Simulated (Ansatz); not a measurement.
Correlation energies of B2H2OS2 (`SB1OBS1`) by basis set

```xyz
7

S    -2.0665    0.6508   -0.7137
B    -0.5514    0.0686    0.0188
O     0.7311    0.1448   -0.5220
B     1.2366   -0.4776    0.6099
S    -0.2557   -0.7632    1.6340
H    -1.4752    1.1103   -1.8313
H     2.3812   -0.7337    0.8043
```

Charge 0, multiplicity 1. All single points use the PBE0-D4/def2-TZVP geometry. It is one conformer, not always the lowest. Frozen core, restricted reference, Ansatz 0.2.0. CBS rows extrapolate triple and quadruple zeta; past MP2 they add the triple-zeta difference.

| basis | HF (Eh) | MP2 corr. | CCSD corr. | (T) | CCSD(T) total |
| --- | --- | --- | --- | --- | --- |
| def2-SVP | -920.26390 | -0.59732 | -0.63550 | ? | ? |
| def2-TZVPP | ? | ? | -0.79986 | -0.03923 | ? |
| def2-QZVPP | ? | -0.82551 | – | – | – |
| CBS(def2) | -920.71473 | -0.87130 | -0.90746 | as TZ | -921.66142 |

Q: Fill in the withheld values. (Estimate.)

A: Computed: def2-SVP (T): -0.02222; def2-SVP CCSD(T) total: -920.92162; def2-TZVPP HF (Eh): -920.68333; def2-TZVPP MP2 corr.: -0.76370; def2-TZVPP CCSD(T) total: -921.52242; def2-QZVPP HF (Eh): -920.71093.
